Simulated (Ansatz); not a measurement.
Relaxation of C$_{3}$H$_{8}$F$_{2}$SSi (15 atoms, charge 0, multiplicity 1), to a largest force component of 0.015 eV/Å in at most 40 steps.

These are results of RKS PBE0/6-31G* in Ansatz 0.2.0, not measurements.

```xyz
15
Properties=species:S:1:pos:R:3:forces:R:3
C 0.648 -1.787 -0.943 -2.11 2.08 0.15
C 1.530 -1.069 0.033 0.18 -0.45 0.79
S 2.410 0.338 -0.718 0.12 0.55 0.49
Si 4.132 -0.535 -1.570 -0.90 0.94 -2.48
C 3.815 -0.681 -3.450 2.37 0.80 -0.16
F 5.417 0.398 -1.379 -0.02 -0.13 0.31
F 4.372 -1.977 -0.999 0.38 -1.05 0.77
H -0.062 -1.017 -1.414 0.80 -1.07 0.64
H 0.029 -2.528 -0.438 0.02 -0.30 -0.03
H 1.184 -2.189 -1.744 0.98 -1.10 -1.37
H 0.880 -0.659 0.815 0.31 0.24 0.04
H 2.248 -1.743 0.540 -0.24 0.27 -0.28
H 4.710 -1.122 -4.008 -1.01 0.50 0.74
H 2.971 -1.276 -3.691 -1.03 -0.80 -0.06
H 3.631 0.320 -3.907 0.15 -0.48 0.43
```

Task: Where does it end, and by what steps?

Result: The forces met the threshold. After 9 steps the energy has fallen by 0.372 eV; H10 moved furthest, 0.24 Å.

```json
{"step": "0", "energy less start (eV)": "0.0000", "largest force component (eV/Å)": "2.480", "accepted": "yes"}
{"step": "1", "energy less start (eV)": "-0.3048", "largest force component (eV/Å)": "0.882", "accepted": "yes"}
{"step": "2", "energy less start (eV)": "-0.3617", "largest force component (eV/Å)": "0.266", "accepted": "yes"}
{"step": "3", "energy less start (eV)": "-0.3663", "largest force component (eV/Å)": "0.164", "accepted": "yes"}
{"step": "4", "energy less start (eV)": "-0.3696", "largest force component (eV/Å)": "0.053", "accepted": "yes"}
{"step": "5", "energy less start (eV)": "-0.3705", "largest force component (eV/Å)": "0.045", "accepted": "yes"}
{"step": "6", "energy less start (eV)": "-0.3713", "largest force component (eV/Å)": "0.043", "accepted": "yes"}
{"step": "7", "energy less start (eV)": "-0.3717", "largest force component (eV/Å)": "0.040", "accepted": "yes"}
{"step": "8", "energy less start (eV)": "-0.3721", "largest force component (eV/Å)": "0.024", "accepted": "yes"}
{"step": "9", "energy less start (eV)": "-0.3722", "largest force component (eV/Å)": "0.014", "accepted": "yes"}
```

```xyz
15
Properties=species:S:1:pos:R:3
C 0.741 -1.767 -0.990
C 1.526 -1.021 0.074
S 2.476 0.429 -0.547
Si 4.017 -0.538 -1.638
C 3.763 -0.664 -3.468
F 5.375 0.272 -1.374
F 4.208 -2.011 -1.024
H 0.084 -1.091 -1.545
H 0.124 -2.543 -0.523
H 1.408 -2.263 -1.704
H 0.852 -0.587 0.817
H 2.213 -1.686 0.602
H 4.622 -1.146 -3.947
H 2.865 -1.244 -3.702
H 3.641 0.333 -3.904
```

Whether the end is a true minimum wasn't checked by a vibrational analysis.

Time of the run: 51 s on 2 threads of Intel(R) Xeon(R) Platinum 8488C (Sapphire Rapids) (shared host), peak memory 0.37 GiB.
